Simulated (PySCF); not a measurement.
C₄H₉N, SMILES C(=NC)(C)C.

Coordinates come from a PBE-D3(BJ)/def2-SVP optimisation.

Calculation: B3LYP/def2-TZVP in PySCF.

Computed frontier levels, gap, dipole moment and polarisability:
| Quantity | Value |
|---|---|
| highest occupied level | -6.66 eV |
| lowest empty level | -0.16 eV |
| orbital gap | 6.50 eV |
| dipole moment | 0.424 e·Å |
| quadrupole, principal values (traceless, Buckingham form, about the centre of nuclear charge) | -3.45, -0.15, 3.60 D·Å |
| mean static polarisability | 59.4 bohr³ (8.80 Å³) |
| polarisability, principal values | 46.2, 57.7, 74.2 bohr³ |
